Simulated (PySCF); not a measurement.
## Spin states and ions at one geometry of [Os5]−

PySCF 2.14.0, UKS B3LYP, Os def2-SVP with ECP60; non-relativistic Hamiltonian with scalar-relativistic core potentials where named; density fitting; no spin-orbit coupling; singlets restricted, open shells unrestricted. The geometry is relaxed for charge -1, quartet, vacuum:

```xyz
5

Os   -2.4364   -0.8350    0.0000
Os    0.0000   -0.8423    0.0000
Os    2.4364   -0.8350    0.0000
Os   -1.3065    1.2562    0.0000
Os    1.3065    1.2562    0.0000
```

Energies count from the relaxed state; an electron taken off or put on is at rest in vacuum. Charges and spins are Mulliken's.

| state | energy (eV) | spin squared | charge on Os1 (e) | spin on Os1 (e) | dipole about the centre of mass (D) |
| --- | --- | --- | --- | --- | --- |
| charge -1, quartet, vacuum | 0.00 | 6.18 | -0.31 | 0.19 | 0.53 |
| charge -1, doublet, vacuum | 0.18 | 3.88 | -0.29 | 1.98 | 0.43 |
| charge 0, triplet, vacuum | 2.23 | 4.85 | -0.01 | -0.52 | 0.64 |
| charge 0, quintet, vacuum | 2.12 | 8.46 | 0.01 | 0.24 | 0.49 |

What does the state charge -1, sextet, vacuum give?

energy (eV) 0.29, spin squared 9.08, charge on Os1 (e) -0.31, spin on Os1 (e) 1.36, dipole about the centre of mass (D) 0.47.

With an electron taken off (quintet, the lower of the two states computed) the charges change, summed by element, by Os +1.00 e. The vertical ionisation energy is 2.12 eV, against −ε(HOMO) = 0.71 eV over both spins of the relaxed state. The level lies 1.4 eV too high, as is usual for semilocal functionals and global hybrids, which keep a self-interaction error.

Open shells may have lower solutions than those found. Spin squared well over S(S+1) tells of spin contamination.

No frequency check is given that shows the relaxed geometry to be a minimum. The relaxed state is spin-contaminated (spin squared 6.18 against 3.75).
